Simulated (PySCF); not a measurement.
**input.py for BeI⁻**

The script input.py:

```python
from pyscf import gto, scf, mp

mol = gto.M(
    atom='Be 0 0 0; I 0 0 1.984',
    basis='ano-rcc-vdzp',
    charge=-1,
    spin=0,
    cart=True,
    verbose=4,
)
mf = scf.UHF(mol)
mf = mf.sfx2c1e()
mf.kernel()
mp.MP2(mf, frozen=18).kernel()
mf.dip_moment()
print('orbital energies (hartree):', [e[max(0, n-3):n+3].round(4) for e, n in zip(mf.mo_energy, mol.nelec)])
```

```bash
$ python input.py
```

It prints (some set-up lines and the per-cycle HOMO/LUMO lines with their warnings removed):

```
PySCF version 2.14.0

[INPUT] Cartesian GTO integrals (6d 10f)
[INPUT] Symbol           X                Y                Z      unit          X                Y                Z       unit  Magmom
[INPUT]  1 Be     0.000000000000   0.000000000000   0.000000000000 AA    0.000000000000   0.000000000000   0.000000000000 Bohr   0.0
[INPUT]  2 I      0.000000000000   0.000000000000   1.984000000000 AA    0.000000000000   0.000000000000   3.749216631137 Bohr   0.0

nuclear repulsion = 56.5451455216935
number of shells = 7
number of NR pGTOs = 272
number of NR cGTOs = 64
basis = ano-rcc-vdzp
ecp = {}

******** <class 'pyscf.x2c.sfx2c1e.sfX2C1eUHF'> ********
method = sfX2C1eUHF
initial guess = minao
damping factor = 0
level_shift factor = 0
DIIS = <class 'pyscf.scf.diis.CDIIS'>
SCF conv_tol = 1e-09
SCF max_cycles = 50
number electrons alpha = 29  beta = 29

******** <class 'pyscf.x2c.sfx2c1e.SpinFreeX2CHelper'> ********
approx = 1e
xuncontract = 1
init E= -7127.71623784715
cycle= 1 E= -7127.25754553463  delta_E= 0.459  |g|= 0.125  |ddm|= 1.74
cycle= 2 E= -7127.2754554107  delta_E= -0.0179  |g|= 0.064  |ddm|= 0.576
cycle= 3 E= -7127.27776651763  delta_E= -0.00231  |g|= 0.0199  |ddm|= 0.183
cycle= 4 E= -7127.2785078105  delta_E= -0.000741  |g|= 0.00693  |ddm|= 0.173
cycle= 5 E= -7127.27861902585  delta_E= -0.000111  |g|= 0.00285  |ddm|= 0.0733
cycle= 6 E= -7127.27863118715  delta_E= -1.22e-05  |g|= 0.000897  |ddm|= 0.0252
cycle= 7 E= -7127.27863213893  delta_E= -9.52e-07  |g|= 0.000148  |ddm|= 0.00677
cycle= 8 E= -7127.27863217632  delta_E= -3.74e-08  |g|= 3.17e-05  |ddm|= 0.000796
cycle= 9 E= -7127.27863217816  delta_E= -1.84e-09  |g|= 4.7e-06  |ddm|= 0.00018
cycle= 10 E= -7127.2786321782  delta_E= -4.18e-11  |g|= 7.23e-07  |ddm|= 3.29e-05
Extra cycle  E= -7127.2786321782  delta_E= -1.82e-12  |g|= 3.59e-07  |ddm|= 2.86e-06
converged SCF energy = -7127.2786321782  <S^2> = -1.4210855e-14  2S+1 = 1

******** <class 'pyscf.mp.ump2.UMP2'> ********
nocc = (np.int64(11), np.int64(11)), nmo = (46, 46)
frozen orbitals 18
E(UMP2) = -7127.79823054018  E_corr = -0.519598361974221
E(SCS-UMP2) = -7127.7346951305  E_corr = -0.456062952297229
E_corr(same-spin) = -0.19321740239058
E_corr(oppo-spin) = -0.326380959583641
Dipole moment(X, Y, Z, Debye): -0.00000, -0.00000,  0.53214
orbital energies (hartree): [array([-0.2135, -0.2135, -0.0028,  0.3179,  0.3179,  0.386 ]), array([-0.2135, -0.2135, -0.0028,  0.3179,  0.3179,  0.386 ])]
```

In short: E(SCF) = -7127.278632 Eh, 10 cycles, E(MP2) − E(SCF) = -0.51960 Eh.

Wall time 8 s on one thread of a shared host.

The basis has no diffuse functions, which an anion needs. The bond length is a typed value, not an optimised one. The dipole of an ion depends on the origin. No search for the lowest solution was made.
